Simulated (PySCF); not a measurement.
Titanium: a sound run and one with changed settings

Sound run: Ti [Ar] 3d2 4s2, Ti⁺ [Ar] 3d2 4s1. All numbers are calculated (PySCF 2.14, the spin-free X2C one-electron Hamiltonian (Gaussian nucleus), in cc-pVTZ-DK (7s6p4d2f1g, 68 functions)). The sound run starts from symmetry-adapted Hartree-Fock orbitals and uses a fine grid where one is needed.

A second run was set up differently.

| species | method | sound run (hartree) | changed run (hartree) | converged |
| --- | --- | --- | --- | --- |
| Ti | UHF | -852.74751 | -852.74751 | yes |
| Ti | TPSS | -853.73817 | -853.87183 | no |
| Ti | PBE | -853.48593 | -853.60635 | yes |
| Ti⁺ | UHF | -852.54329 | -852.54329 | yes |
| Ti⁺ | TPSS | -853.49703 | -853.63241 | yes |
| Ti⁺ | PBE | -853.24004 | -853.36143 | yes |

Ionisation energy of Ti:

| method | sound run (eV) | changed run (eV) |
| --- | --- | --- |
| UHF | 5.557 | 5.557 |
| PBE | 6.691 | 6.664 |

(1) What was changed?
A. minimal basis
B. all electrons correlated in a valence basis
C. level shift left on
D. angular grid far too coarse

## Answers

(1) D. It used 14 angular points. A coarse angular grid integrates products of high-l functions wrongly, so density functionals can shift, and the SCF can exploit the error; Hartree-Fock and MP2 need no grid.
